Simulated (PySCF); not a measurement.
## Tl: electron affinity

Tl- [Xe] 4f14 5d10 6s2 6p2 (3P) → Tl [Xe] 4f14 5d10 6s2 6p1 (2P), as a difference of total energies. All numbers are calculated (PySCF 2.14, scalar relativity by spin-free X2C-1e, in x2c-TZVPPall with one added diffuse shell each of s, p, d, f type (12s8p7d4f, 99 functions)). Correlated levels: valence: [Xe] 4f14 5d10 frozen. The calculations carry no spin-orbit coupling.

```csv
method,electron affinity (eV)
UHF,-0.008
MP2 (valence),0.242
SCS-MP2 (valence),0.154
CCSD (valence),0.279
CCSD(T) (valence),0.306
```

Spin-orbit coupling is strong in these open shells (close to jj coupling). The scalar numbers leave it out and a first-order estimate fails, so it can dominate the gap to the real levels.

Errors of the correlated levels include the incompleteness of this basis and the frozen core.

A negative affinity means that the anion lies above the atom at that level of theory.

For comparison: 0.320 eV (measured; photodetachment measurements, as compiled on the Wikipedia data page of electron affinities).
